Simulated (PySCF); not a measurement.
W(S)(F)2(OH)2 (F₂H₂O₂SW), SMILES [OH][W]([OH])([F])([F])=[S], multiplicity 1.

The structure is a stationary point at B3LYP-D3(BJ)/def2-SVP. The multiplicity is an assumed one; no other spin state was optimised. The structure was generated by enumeration; whether it is a known compound was not checked. The def2 effective core potentials stand for the cores of W; spin–orbit coupling is left out. Other conformers were not sampled.

The numbers are results of PBE/def2-TZVP (PySCF), not measurements.

Isolated molecule, no solvent.

```json
{
 "total_energy": "-816.58714 hartree",
 "point_group": "Cs",
 "highest_occupied_level": "-6.89 eV",
 "lowest_empty_level": "-3.96 eV",
 "orbital_gap": "2.94 eV",
 "dipole_moment": "2.58 D",
 "quadrupole, principal values (traceless, Buckingham form, about the centre of nuclear charge)": "-8.91, 3.15, 5.76 D·Å",
 "mean_static_polarisability": "70.6 bohr³ (10.47 Å³)",
 "polarisability_principal_values": "58.0, 68.8, 85.1 bohr³"
}
```
